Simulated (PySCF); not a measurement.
## HgI2: breathing scan

Computed with PBE in PySCF with Hg def2-SVP with ECP60, I def2-SVP with ECP28; scalar-relativistic core potentials, no spin–orbit coupling; density-fitted integrals.

Rigid scan from the singlet minimum (Hg–I 2.635 Å (×2); I–Hg–I 180.0°). Coordinate: all bonds to the central atom scaled together. Energies in kJ/mol from the minimum.

```tsv
scale of all bonds to the centre	E (kJ/mol)
0.88	154.7
0.92	57.6
0.96	12.2
1.00	0.0
1.04	8.6
1.08	29.6
1.14	72.2
1.22	133.8
1.35	220.7
```

At long bonds a restricted determinant can lie too high, and another spin state can fall below this curve.

No spin–orbit coupling is included, which matters more the heavier the element.

Other isomers or separated fragments may lie lower.

The scan took 16 s on 2 threads of a shared Intel Xeon Platinum 8488C (Sapphire Rapids) host; the process peaked at 0.75 GiB. Launch command: `OMP_NUM_THREADS=2 python axn.py task.json out`.
